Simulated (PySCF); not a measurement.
An unknown is described by computed data only.

Formula: C4H9FSSi2.

- Rotational structure: rotational constants A, B, C: 1.338, 0.718, 0.524 GHz [GFN2-xTB]
- Triplet: lowest triplet excitation (Tamm–Dancoff): 4.14 eV [TDA PBE0/def2-SVPD]
- 1H NMR: chemical shifts (computed TMS as zero) by class: 5.80 (1 H), 5.69 (1 H), 4.85 (1 H), 2.13 (3 H), 2.02 (1 H), 1.94 (1 H), 1.88 (1 H) ppm [GIAO PBE0/pcSseg-1]
- NMR, other nuclei: isotropic shieldings of nuclei other than C and H, by class: 440 (1 F), 341 (1 Si), 432 (1 Si), 582 (1 S) ppm [GIAO PBE0/pcSseg-1]
- Polarisability: 121.9 au [PBE0/def2-SVPD]
- UV, first state: lowest singlet excitation: 4.31 eV (288 nm, f = 0.003) [TDDFT PBE0/def2-SVPD]
- 13C NMR: chemical shifts (computed TMS as zero) by class: 105.6 (1 C), 86.1 (1 C), 22.6 (1 C), 20.3 (1 C) ppm [GIAO PBE0/pcSseg-1]
- UV, strongest line: among the 8 lowest singlet transitions: S6 at 5.79 eV (214 nm, f = 0.036) [TDDFT PBE0/def2-SVPD]
- Dipole: 2.16 D [PBE0/def2-SVPD]

Gas-phase values; electronic properties from PySCF, density fitting. Levels stand in brackets. Geometry: GFN2-xTB, one conformer, isolated molecule. Each NMR value is the plain mean over a class of atoms that symmetry, rotation or inversion makes alike.

Q: Give a SMILES that accounts for the data.

A: Numbering: `[CH:1]#[C:2][Si@H:3]([CH2:4][S:5][CH3:6])[SiH2:7][F:8]`. Its formula, C4H9FSSi2, gives 2 degrees of unsaturation: 0 rings and 2 π bonds in the structure found. 4 carbons fall into 4 classes; from least to most shielded: terminal alkyne carbon [C1] (105.6 ppm), alkyne carbon [C2] (86.1 ppm), S-methyl carbon [C6] (22.6 ppm), sp3 carbon bound to sulfur [C4] (20.3 ppm). Hydrogen classes from least to most shielded: 1 H on a fluorine-bound silicon, Si7 (5.80 ppm), 1 H on a fluorine-bound silicon, Si7 (5.69 ppm), 1 H on an SiH silicon, Si3 (4.85 ppm), 3 H on an S-methyl carbon, C6 (2.13 ppm, a mean of values up to 0.5 ppm apart in this geometry), 1 H on a terminal alkyne carbon, C1 (2.02 ppm), 1 H on an sp3 carbon bound to sulfur, C4 (1.94 ppm), 1 H on an sp3 carbon bound to sulfur, C4 (1.88 ppm). The other shieldings belong to: 440 ppm, silicon-bound fluorine [F8]; 341 ppm, fluorine-bound silicon [Si7]; 432 ppm, SiH silicon [Si3]; 582 ppm, sulfide sulfur [S5]. S1 is mainly HOMO→LUMO (weight 0.98); the largest Löwdin shares of the orbital it empties are 0.64 on the sulfide sulfur, 0.12 on the sp3 carbon bound to sulfur, 0.09 on the S-methyl carbon and 0.04 on the SiH silicon, of the orbital it fills 0.28 on the fluorine-bound silicon, 0.20 on the SiH silicon, 0.08 on the alkyne carbon and 0.07 on the terminal alkyne carbon. The optimised geometry has point group C1 and is an asymmetric top. Structure: `C#C[Si@H](CSC)[SiH2]F`. Computed isomers that give other values at the same levels: `CS[SiH2]C1=CC[Si@@H]1F` (13C chemical shifts (computed TMS as zero) by class: 180.8 (1 C), 162.9 (1 C), 35.4 (1 C), 14.1 (1 C) ppm); `CS[Si@@H]1[SiH2]C(F)=C1C` (13C chemical shifts (computed TMS as zero) by class: 179.8 (1 C), 154.6 (1 C), 15.3 (1 C), 13.4 (1 C) ppm); `F[C@@H]1CC=C1[SiH2]S[SiH3]` (13C chemical shifts (computed TMS as zero) by class: 166.8 (1 C), 153.9 (1 C), 91.3 (1 C), 44.4 (1 C) ppm). The assignments are read from this structure; whether some other isomer fits the data as well wasn't checked. The mirror image fits equally.

Conformer computed: `[CH:1]#[C:2][Si@H:3]([CH2:4][S:5][CH3:6])[SiH2:7][F:8]`: C2–Si3–C4–S5 176°, Si3–C4–S5–C6 -78°, C2–Si3–Si7–F8 -65°.
